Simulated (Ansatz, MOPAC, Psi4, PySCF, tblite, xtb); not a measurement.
Dimer H3ClSi ··· HF (SMILES [SiH3]Cl and F) at R = 3.74 Å between the centres of mass, closest contact 2.08 Å (a higher rigid-body minimum at GFN2-xTB). Geometry in Å and degrees:

```
Cl
Si 1 2.0663
H 2 1.4758 1 108.48
H 2 1.4758 3 110.44 1 -118.77
H 2 1.4758 3 110.44 4 -122.46
H 1 2.0800 2 137.93 3 146.88
F 6 0.9245 2 155.28 3 140.01
```

Methods: GFN2-xTB (tblite); SAPT0/jun-cc-pVDZ, frozen core (Psi4); PBE/def2-TZVP, counterpoise-corrected (Psi4); PBE-D3(BJ)/def2-TZVP, counterpoise-corrected (Psi4); wB97M-V/def2-TZVP, counterpoise-corrected (Psi4); HF/aug-cc-pVTZ, counterpoise-corrected (Psi4); MP2/aug-cc-pVTZ = Psi4 with DF-MP2/aug-cc-pVTZ, frozen core, counterpoise-corrected; SCS-MP2/aug-cc-pVTZ = DF-SCS-MP2/aug-cc-pVTZ, frozen core, counterpoise-corrected (Psi4); RHF/aug-cc-pVDZ, counterpoise-corrected (Ansatz, an electronic-structure program); MP2/aug-cc-pVDZ = MP2 on RHF/aug-cc-pVDZ, frozen core, counterpoise-corrected in Ansatz; CCSD/aug-cc-pVDZ = CCSD on RHF/aug-cc-pVDZ, frozen core, counterpoise-corrected run with Ansatz; CCSD(T)/aug-cc-pVDZ = Ansatz with CCSD(T) on RHF/aug-cc-pVDZ, frozen core, counterpoise-corrected; PM7, restricted, heats of formation (MOPAC); AM1, restricted, heats of formation (MOPAC); GFN1-xTB (xtb); RKS-B3LYP/6-31G* = restricted B3LYP/6-31G*, spherical d, no counterpoise correction run with PySCF 2.14.0; RKS-LDA (SVWN5)/6-31G* = restricted LDA (SVWN5)/6-31G*, spherical d, no counterpoise correction (PySCF); RHF/LANL2DZ = restricted Hartree-Fock/LANL2DZ, with its core potentials past Ne, no counterpoise correction run with PySCF; RKS-B3LYP/6-311+G** = restricted B3LYP/6-311+G**, spherical d, no counterpoise correction in PySCF.

Question: What interaction energy does each level give?

Answer: 
```tsv
method	E_int / kJ/mol
GFN2-xTB	-18.63
GFN1-xTB	-17.53
RKS-LDA (SVWN5)/6-31G*	-16.48
RHF/LANL2DZ	-9.78
PBE-D3(BJ)/def2-TZVP	-6.73
RKS-B3LYP/6-311+G**	-5.18
PBE/def2-TZVP	-4.54
RKS-B3LYP/6-31G*	-3.72
MP2/aug-cc-pVTZ	-3.65
wB97M-V/def2-TZVP	-2.96
SAPT0/jun-cc-pVDZ	-1.45
SCS-MP2/aug-cc-pVTZ	-1.12
MP2/aug-cc-pVDZ	-0.16
CCSD(T)/aug-cc-pVDZ	0.67
CCSD/aug-cc-pVDZ	1.53
AM1	2.70
PM7	3.54
HF/aug-cc-pVTZ	4.32
RHF/aug-cc-pVDZ	5.77
```
